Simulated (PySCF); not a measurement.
PySCF 2.14 output of an unrestricted r2SCANh calculation on a single atom or ion in aug-cc-pwCVTZ-PP with ECP60MDF, with a scalar-relativistic core potential:

```
SCF conv_tol = 1e-09
number electrons alpha = 10  beta = 10
    M. Bursch, H. Neugebauer, S. Ehlert, and S. Grimme.,  J. Chem. Phys. 156, 134105 (2022)
cycle= 1 E= -192.135186051425  delta_E= -0.00767  |g|= 0.00893  |ddm|= 0.353
cycle= 2 E= -192.135241981897  delta_E= -5.59e-05  |g|= 0.00165  |ddm|= 0.045
cycle= 3 E= -192.13524297788  delta_E= -9.96e-07  |g|= 0.00115  |ddm|= 0.00581
cycle= 4 E= -192.135243242171  delta_E= -2.64e-07  |g|= 1.08e-05  |ddm|= 0.00171
cycle= 5 E= -192.135243242213  delta_E= -4.21e-11  |g|= 1.98e-06  |ddm|= 7.61e-05
converged SCF energy = -192.135243242213  <S^2> = -1.7763568e-14  2S+1 = 1
```

The run itself started from symmetry-adapted Hartree-Fock orbitals and held the occupation by maximum overlap, on a logarithmic radial grid, so the iterations belong to that start.

Q: Which element, charge and spin multiplicity is this?

A: Pb²⁺ (lead, charge +2), multiplicity 1; the state was [Xe] 4f14 5d10 6s2, closed-shell 1S.

Energies and moments cover only the electrons outside the core potential. Spin-orbit coupling, which splits the p, d and f shells strongly at this Z, is absent.
